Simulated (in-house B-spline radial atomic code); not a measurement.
# PBE hybrid excitations of the sulfur ion S⁴⁺

Method: PBE hybrid with 0.9 exact exchange. Computed with an all-electron radial atomic-structure program (B-spline basis): linear response of the closed shell [Ne] 3s2 with the functional's adiabatic kernel; non-relativistic, point nucleus, no spin-orbit coupling, no double excitations, S, P, D and F terms only.

Command:
```bash
python run_td.py task.json out
```
Settings (radii: box in bohr, nucleus in fm):
```
Z                        16
electrons                12
configuration            [Ne] 3s2
hamiltonian              nr
method                   pbeh
box_radius               19.1
exact_exchange_fraction  0.9
intervals                51
```

Run time, properties included: 0.5 s on 1 thread of Arm Neoverse N1, on a shared host.

The lowest states, in the order of their Tamm-Dancoff energies; the method's threshold (minus the highest occupied level) is 71.20 eV. Labels give the largest channel, * marks a mixed state, and oscillator strengths are full-response dipole values. Semilocal kernels can invert the small singlet-triplet splittings of Rydberg terms. Energies in eV:

```json
{"state": "3s → 3p 3P", "full response": "8.712", "Tamm-Dancoff": "9.300", "oscillator strength": "-"}
{"state": "3s → 3p 1P", "full response": "15.186", "Tamm-Dancoff": "15.638", "oscillator strength": "1.37"}
{"state": "3s → 3d 3D", "full response": "27.971", "Tamm-Dancoff": "28.014", "oscillator strength": "-"}
{"state": "3s → 3d 1D", "full response": "30.41", "Tamm-Dancoff": "30.45", "oscillator strength": "-"}
{"state": "3s → 4s 3S", "full response": "38.09", "Tamm-Dancoff": "38.10", "oscillator strength": "-"}
{"state": "3s → 4s 1S", "full response": "39.26", "Tamm-Dancoff": "39.27", "oscillator strength": "-"}
{"state": "3s → 4p 3P", "full response": "42.66", "Tamm-Dancoff": "42.67", "oscillator strength": "-"}
{"state": "3s → 4p 1P", "full response": "?", "Tamm-Dancoff": "?", "oscillator strength": "?"}
{"state": "3s → 4d 3D", "full response": "48.43", "Tamm-Dancoff": "48.44", "oscillator strength": "-"}
{"state": "3s → 4d 1D", "full response": "?", "Tamm-Dancoff": "?", "oscillator strength": "-"}
```

Q: Where does 3s → 4d 1D lie?

A: At 48.75 eV in full response, 48.75 eV in Tamm-Dancoff.

Q: Where does 3s → 4p 1P lie?

A: At 43.10 eV in full response, 43.13 eV in Tamm-Dancoff, oscillator strength 0.107.

Q: How large is the singlet-triplet splitting of 3s → 3p (P terms) in Tamm-Dancoff?

A: 6.34 eV, from the unrounded values.

Q: What polarisabilities and dispersion coefficient does the method give?

A: Dipole 4.574 bohr³, quadrupole 6.066 bohr⁵, C6 9.249 hartree·bohr⁶ for two such species.
